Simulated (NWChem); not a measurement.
Molecule: SnNH$_{3}$, singlet; SMILES [NH2][SnH]

```xyz
5

Sn     0.0324    -0.3224     0.0000
H     -1.7563    -0.3692     0.0000
N      0.0139     1.7047     0.0000
H     -0.8176     2.2867     0.0000
H      0.8572     2.2698     0.0000
```
Atoms are numbered in this order, from 1.

Program: NWChem. Low-valent species are run as closed-shell singlets; no triplet was tried in these runs. Structure relaxed at the PBE0/def2-SVP level. No frequency run checked for a minimum. def2 effective core potentials on Sn; no spin-orbit coupling. Ions are spin-unrestricted doublets at the neutral geometry; other ion states weren't tried.

### Question
What does the run give for PBE/def2-SVP? Quantities: vertical ionisation energy, ΔSCF (eV); −ε(HOMO) (eV).

### Answer
- vertical ionisation energy, ΔSCF (eV): 8.60
- −ε(HOMO) (eV): 5.37
